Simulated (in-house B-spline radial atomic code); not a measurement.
Spin-orbit splittings of orbital energies (j = l + 1/2 less j = l - 1/2) and ratios of mean radii (lower j over upper j) along the 59-electron series, configuration [Kr] 4d10 4f11 5s2. Computed with an all-electron radial atomic-structure program (B-spline basis): Dirac-Hartree-Fock, average of the configuration, finite nuclei.

```
  ion   Z  splitting of 3d (eV)  radius ratio of 3d  splitting of 4p (eV)  radius ratio of 4p  splitting of 3p (eV)  radius ratio of 3p
Tm10+  69                45.633             0.97894                48.324             0.94546                211.17             0.93902
Yb11+  70                48.947              0.9783                52.345             0.94414                226.59             0.93712
Lu12+  71                     ?                   ?                     ?                   ?                     ?                   ?
Hf13+  72                 56.12               0.977                61.275             0.94147                260.22              0.9332
Ta14+  73                59.993             0.97633                66.213             0.94011                278.51             0.93119
 W15+  74                     ?                   ?                     ?                   ?                     ?                   ?
Re16+  75                68.349             0.97497                77.116             0.93731                318.28             0.92704
```

Question: Fill in the row of Lu12+.

Answer: splitting of 3d (eV): 52.44; radius ratio of 3d: 0.97765; splitting of 4p (eV): 56.657; radius ratio of 4p: 0.94282; splitting of 3p (eV): 242.93; radius ratio of 3p: 0.93518.

Question: Fill in the row of W15+.

Answer: splitting of 3d (eV): 64.067; radius ratio of 3d: 0.97566; splitting of 4p (eV): 71.488; radius ratio of 4p: 0.93872; splitting of 3p (eV): 297.84; radius ratio of 3p: 0.92913.

Question: With what power of Z does the column «splitting of 3p (eV)» change over this range?

Answer: A fit of the logarithm of its size against log Z from Z = 69 to 75 has slope 4.92. An unscreened hydrogenic electron would give 4 at low Z; screening makes the apparent power larger near the neutral end, and relativity raises it again at high Z.
